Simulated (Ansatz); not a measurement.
Reaction (isomerisation): `C1[CH2][GaH][SiH2]1` → `[SiH3][Ga]1[CH2][CH2]1`

Computed with Ansatz on PBE0-D4/def2-TZVP structures; ΔE is electronic, products minus reactants. CCSD(T)/CBS adds triple-zeta CCSD(T) − MP2 to the extrapolated MP2 energy (def2 sets, frozen cores). Functionals use def2-TZVPP. For Ga outer-core shells are correlated without core-valence functions, which leaves a few kJ/mol of doubt a bond. Scalar relativity is left out up to krypton.

| level | ΔE (kJ/mol) |
| --- | --- |
| PBE | 28.2 |
| SCS-MP2/def2-QZVPP | 55.3 |

**Question.** What does CCSD(T)/CBS give? (An estimate is asked.)

**Answer.** Ansatz gave: +44.0 kJ/mol. The listed levels differ from it by -15.8, 11.3 kJ/mol.

Largest T1 diagnostic among the species: 0.016.

From PBE to PBE0 (25 % exact exchange), in def2-TZVPP and without D4, ΔE moves by +20.8 kJ/mol. In def2-TZVPP, CCSD(T) changes the Hartree–Fock value by −12.9 kJ/mol (the triples alone add −7.8 kJ/mol) and MP2 by −3.7 kJ/mol.
